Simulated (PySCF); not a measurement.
Excitations are Tamm–Dancoff values on a coarser integration grid. The basis has no diffuse functions, so Rydberg states are missing or too high.

Cartesian coordinates (Å):
SMILES: C[SiH2]N[SiH3]
```xyz
13

C     -2.0216     0.3666     0.0889
Si    -0.6894    -0.9124    -0.1747
N      0.8143    -0.2367    -0.7047
Si     1.9593     0.6301     0.2453
H     -2.2333     0.9103    -0.8348
H     -1.7159     1.0922     0.8473
H     -2.9476    -0.1051     0.4293
H     -1.1180    -1.8821    -1.2204
H     -0.4722    -1.6398     1.1063
H      1.0264    -0.3576    -1.6839
H      2.1762     2.0166    -0.2540
H      3.2899    -0.0373     0.2828
H      1.4050     0.6942     1.6231
```
Charge 0, spin multiplicity 1.

Task: Estimate the HOMO–LUMO gap, T1 excitation (TDA), dipole moment, HOMO, S1 oscillator strength, LUMO, S1 excitation (TDA) and total energy that PBE0-D4/def2-TZVP in PySCF returns for this input.

Result: 
The HOMO–LUMO gap is 7.54 eV and the T1 excitation (TDA) is 5.78 eV. The dipole moment is 1.01 D and the HOMO comes out as -7.36 eV. The S1 oscillator strength is 0.010 and the LUMO is 0.18 eV. The S1 excitation (TDA) comes out as 6.14 eV and the total energy is -677.0086 Ha.
